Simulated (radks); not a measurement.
Problem. Coulomb parameter of the 4f shell of the europium ion Eu3+ in the model configuration [Xe] 4f5 6s1, as a second difference U = [E(n + 0.5) + E(n - 0.5) - 2 E(n)] / (0.5)^2 with all orbitals relaxed. "Bare": the charge of the atom changes with n. "Screened": the 6s shell takes up the change at fixed total charge, which measures U(4f,4f) + U(6s,6s) - 2 U(4f,6s). Method: Dirac Kohn-Sham, BLYP, spin-unpolarised, spherical densities, point nucleus; open shells are shared between the two j in proportion to 2j + 1; computed with a radial shooting solver on a logarithmic mesh with Libxc functionals. Estimate both.

Solution. U(bare) = 19.887 eV, U(screened by 6s) = 8.673 eV.
